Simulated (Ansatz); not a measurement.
`N[SiH2]I` + H₂O → `O[SiH2]I` + NH₃ at 600 K and 1 bar (formal hydrolysis of the Si–N bond).

Program: Ansatz. Geometries: PBE0-D4/def2-TZVP. ΔE: electronic, gas phase. CCSD(T)/CBS is the MP2 limit (def2-TZVPP, def2-QZVPP) plus CCSD(T) − MP2 in def2-TZVPP, frozen cores. This one scheme is used for every species. Elements past krypton have def2 core potentials. For I outer-core shells are correlated without core-valence functions, which leaves a few kJ/mol of doubt a bond. Each species was taken in one conformer, which may not be the lowest.

```
   species  CCSD(T)/CBS energy (Eh)  H − E (kJ/mol)  S (J/(mol·K))
`N[SiH2]I`               -643.69654           160.5          379.4
       H₂O                -76.37941            76.8          212.8
`O[SiH2]I`               -663.58059           125.2          368.6
       NH₃                -56.50880           112.4          219.5
```

H − E and S are ideal-gas, rigid-rotor, harmonic terms from PBE0-D4/def2-TZVP, for one conformer and one mirror image of each species. 1 Eh = 2625.50 kJ/mol, R = 8.31446 J/(mol·K).

Problem. By hand: ΔE, ΔH, ΔS and ΔG.

Solution. ΔE = (-663.58059) + (-56.50880) − (-643.69654) − (-76.37941) = -0.01344 Eh = -35.3 kJ/mol. Δ(H − E) = 125.2 + 112.4 − 160.5 − 76.8 = 0.3, so ΔH = -35.0 kJ/mol. ΔS = 368.6 + 219.5 − 379.4 − 212.8 = -4.1 J/(mol·K). ΔG = -35.0 − 600 × (-4.1)/1000 = -32.5 kJ/mol.

Problem. By hand: the equilibrium constant, and the temperature at which ΔG would vanish if ΔH and ΔS stayed fixed.

Solution. log₁₀ K = −ΔG/(RT ln 10) = 2.8. ΔG = 0 at ΔH/ΔS = 8537 K, far beyond where these terms or the molecules hold.

The number of gas molecules stays the same, so ΔS is small and ΔH decides. A doubt of 5 kJ/mol in ΔE shifts log₁₀ K by 0.4 here. Other conformers and mirror images would add mixing entropy, several J/(mol·K) or more a flexible species. These are equilibria of isolated gas molecules and say nothing of rates. Largest T1 diagnostic: 0.009 (customary marks: 0.02 for closed shells, 0.045 for open ones).
